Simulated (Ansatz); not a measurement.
System: C₆H₁₃O, charge 0, multiplicity 2. It need not be the lowest isomer of its formula. 
Geometry from a B3LYP-D3(BJ)/def2-TZVP (Ansatz, an electronic-structure program) optimisation:
```xyz
20

C      3.6538    -0.0582     0.1515
C      2.2716    -0.6563    -0.0943
C      1.1342     0.2766     0.3144
C     -0.2518    -0.3119     0.0700
C     -1.3930     0.6370     0.4914
C     -2.7599     0.1148     0.2329
O     -3.1926    -0.0235    -1.0630
H      3.7864     0.8691    -0.4113
H      3.7983     0.1751     1.2092
H      4.4466    -0.7457    -0.1488
H      2.1648    -0.9101    -1.1540
H      2.1771    -1.5991     0.4540
H      1.2290     1.2222    -0.2319
H      1.2386     0.5298     1.3757
H     -0.3552    -1.2541     0.6167
H     -0.3643    -0.5609    -0.9898
H     -1.2997     0.8584     1.5583
H     -1.2599     1.5963    -0.0296
H     -3.2173    -0.6191     0.8834
H     -2.7331     0.6141    -1.6227
```
Charge 0, spin multiplicity 2.

Total electronic energies in hartree. Valence correlation only, unless marked. UHF or UKS for open shells. No spin-orbit coupling. Non-relativistic. CBS marks a two-point X^-3 extrapolation of the correlation energy; Hartree-Fock from the larger set. [CCSD(T)-MP2]/basis is that difference in the basis named.

| level | program | energy (Eh) |
|---|---|---|
| HF/STO-3G | Ansatz | -305.82083 |
| HF/cc-pVTZ | Ansatz | -309.70783 |
| HF/cc-pVQZ | Ansatz | -309.72901 |
| revPBE-D4/def2-TZVPD | Ansatz + dftd4 | -311.69937 |
| revPBE/def2-TZVPD | Ansatz | -311.65158 |
| r2SCAN-D4/def2-TZVPD | Ansatz + dftd4 | -311.57000 |
| B3LYP/def2-TZVPD | Ansatz | -311.76471 |
| PBE0-D3(BJ)/def2-TZVPD | Ansatz + dftd3 | -311.39283 |
| BHLYP/def2-TZVPD | Ansatz | -311.56135 |
| r2SCAN0/def2-TZVPD | Ansatz | -311.53886 |
| CAM-B3LYP-D4/def2-TZVPD | Ansatz + dftd4 | -311.59980 |
| MP2/STO-3G | Ansatz | -306.15014 |
| CCSD(T)/6-31G | Ansatz | -310.20454 |
| CCSD(T)/cc-pVDZ | Ansatz | -310.76171 |
| RI-MP2/CBS(cc-pVTZ,cc-pVQZ)+[CCSD(T)-MP2]/cc-pVTZ | Ansatz | -311.2561 |

Totals of different functionals don't rank their quality; only differences between species are comparable.
